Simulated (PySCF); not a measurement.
TDDFT excited states: C4H4FNO2

C4H4FNO2.
Numbering: `[O:1]=[CH:2][C:3](=[O:4])[NH:5]/[CH:6]=[CH:7]\[F:8]` (hydrogens: H9 on C2; H10 on N5; H11 on C6; H12 on C7)

Level of theory: TDDFT wB97X-D/def2-SVPD, vertical, gas phase, core orbitals frozen in the response (PySCF 2.14.0, density-fitted response routines). Isolated species at its GFN2-xTB geometry (one conformer only). Torsions of this conformer, `[O:1]=[CH:2][C:3](=[O:4])[NH:5]/[CH:6]=[CH:7]\[F:8]`: O1–C2–C3–O4 180°, C2–C3–N5–C6 180°, C3–N5–C6–C7 180°.

Q: List the vertical singlet excitations with oscillator strengths and describe the spectrum.

A: 

```json
{"state": "S1", "λ (nm)": "368.8", "E (eV)": "3.36", "f": "0.0001", "symmetry": "–", "main configurations (H = HOMO, L = LUMO)": "H-1→L (94%)"}
{"state": "S2", "λ (nm)": "285.0", "E (eV)": "4.35", "f": "0.171", "symmetry": "A′", "main configurations (H = HOMO, L = LUMO)": "H→L (98%)"}
{"state": "S3", "λ (nm)": "246.9", "E (eV)": "5.02", "f": "0.0003", "symmetry": "–", "main configurations (H = HOMO, L = LUMO)": "H-2→L (88%)"}
{"state": "S4", "λ (nm)": "185.2", "E (eV)": "6.70", "f": "0.018", "symmetry": "A″", "main configurations (H = HOMO, L = LUMO)": "H→L+2 (87%)"}
{"state": "S5", "λ (nm)": "179.4", "E (eV)": "6.91", "f": "0.429", "symmetry": "A′", "main configurations (H = HOMO, L = LUMO)": "H→L+1 (96%)"}
{"state": "S6", "λ (nm)": "176.5", "E (eV)": "7.03", "f": "0.062", "symmetry": "A′", "main configurations (H = HOMO, L = LUMO)": "H-3→L (94%)"}
{"state": "S7", "λ (nm)": "170.1", "E (eV)": "7.29", "f": "0.0004", "symmetry": "–", "main configurations (H = HOMO, L = LUMO)": "H-1→L+1 (73%), H-1→L+6 (14%)"}
{"state": "S8", "λ (nm)": "163.4", "E (eV)": "7.59", "f": "0.014", "symmetry": "A″", "main configurations (H = HOMO, L = LUMO)": "H→L+4 (75%), H→L+3 (11%)"}
```

Triplets (Tamm–Dancoff): T1 2.85 eV, H-1→L (92%); T2 3.20 eV, H→L (83%), H→L+1 (11%); T3 4.55 eV, H-2→L (84%).

The lowest singlet lies at 3.36 eV (369 nm, ultraviolet) and is dark (f under 0.0005); its leading configuration is HOMO-1→LUMO (94%). The strongest level in the table is S5 at 6.91 eV (179 nm, f = 0.429). Löwdin shares by element: HOMO carbon 48% or more, nitrogen 22%, fluorine 10% (atoms not listed hold the other 20%); LUMO carbon 44% or more, oxygen 41%. The listed states span 4.23 eV, and the widest gap between neighbours is 1.67 eV (S3 to S4). Of the 8 states listed, 5 reach f = 0.01 and 3 stay under 0.0005. The oscillator strengths of these states sum to 0.695; summed over the whole spectrum of an exact calculation they would give the number of electrons, 60 (Thomas–Reiche–Kuhn). No computed singlet lies in the visible range (380 to 750 nm); the lowest, at 369 nm, stands 0.10 eV above its violet end (3.26 eV); a Tamm–Dancoff triplet lies at 435 nm, without intensity as long as spin–orbit coupling is left out. Symmetry labels in Cs follow from the direction of the transition dipole and are given only for states with f of 0.002 or more. The window holds the lowest 8 singlets.
